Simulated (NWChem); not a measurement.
Species: SiCl$_{2}$, singlet; SMILES Cl[Si]Cl

```xyz
3

Si     0.0000     0.0000     0.9323
Cl    -1.6066     0.0000    -0.3846
Cl     1.6066     0.0000    -0.3846
```
Atoms are numbered in this order, from 1.

Results from NWChem. Low-valent species are run as closed-shell singlets; no triplet was tried in these runs. All runs use the structure optimised with PBE0-D3(BJ)/def2-TZVP. B3LYP is NWChem's, with the RPA form of VWN correlation. Vzz is the largest principal value of the second derivative of the potential at the nucleus (NWChem prints the opposite sign); η is the asymmetry. Non-relativistic.

| level | Vzz Cl3 (a.u.) | η Cl3 |
|---|---|---|
| CAM-B3LYP/def2-SVP | 1.369 | 0.80 |
| CAM-B3LYP/cc-pVTZ | 1.316 | 0.84 |
| B3LYP/def2-TZVP | 1.367 | 0.89 |
| B3LYP/cc-pVTZ | ? | 0.88 |

Q: What belongs in the gaps?

A: 
- B3LYP/cc-pVTZ, Vzz Cl3 (a.u.): 1.284
